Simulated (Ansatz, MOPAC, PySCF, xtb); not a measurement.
Noncovalent pair: ethylamine (SMILES CCN) (first 10 atoms) with NH3 (SMILES N); geometry from B3LYP-D3(BJ)/def2-TZVP, rigid monomers moved along the line of their centres of mass till N3···H14 is 3.92 Å.
(charge 0, multiplicity 1):
```xyz
14

C      1.3411     0.2681     0.3568
C     -0.1120     0.6768     0.1757
N     -1.0094    -0.3729     0.6788
H      2.0087     1.0483    -0.0130
H      1.5587     0.0941     1.4108
H      1.5605    -0.6468    -0.2013
H     -0.2981     0.9239    -0.8788
H     -0.3093     1.5816     0.7555
H     -1.9799    -0.1173     0.5373
H     -0.8553    -1.2390     0.1737
N     -0.0297    -0.3805     5.4474
H      0.2421    -1.2725     5.8452
H     -0.7192     0.0240     6.0709
H     -0.4877    -0.5687     4.5550
```

| level | interaction energy (kcal/mol) |
|---|---|
| GFN-FF | -0.68 |
| AM1 | -0.23 |
| PM6 | -0.51 |
| HF/STO-3G (no counterpoise) | -0.35 |
| HF/6-31G* | -0.62 |
| HF/aug-cc-pVDZ | -0.62 |
| BP86/6-31G* (no counterpoise) | -0.70 |
| B3LYP/3-21G (no counterpoise) | -0.62 |
| B3LYP/6-31G* (no counterpoise) | -0.76 |
| PBE0-D3(BJ)/def2-TZVPPD | -0.90 |
| PBE0-D4/def2-TZVPPD | -0.88 |
| M06-2X/6-31G* (no counterpoise) | -0.90 |
| SCS-MP2/aug-cc-pVDZ | -0.79 |
| CCSD(T)/aug-cc-pVDZ | -0.84 |

The rows run from -0.90 (PBE0-D3(BJ)/def2-TZVPPD) to -0.23 kcal/mol (AM1).

Monomers are frozen at their geometry in the pair; levels with a basis set take the counterpoise correction. Rows marked so take none.

Correlated levels freeze the cores. Rows in 3-21G, 6-31G*, STO-3G carry no dispersion term and start afresh at each structure (6-31G* with six Cartesian d functions). The state that AM1, PM6 reach isn't checked.

Codes used: Ansatz (a program for electronic structure) with Gaussian orbitals; MOPAC for AM1, PM6 (differences of heats of formation); PySCF for 3-21G rows, 6-31G* rows, STO-3G rows, the dispersion terms; xtb for the GFN methods.
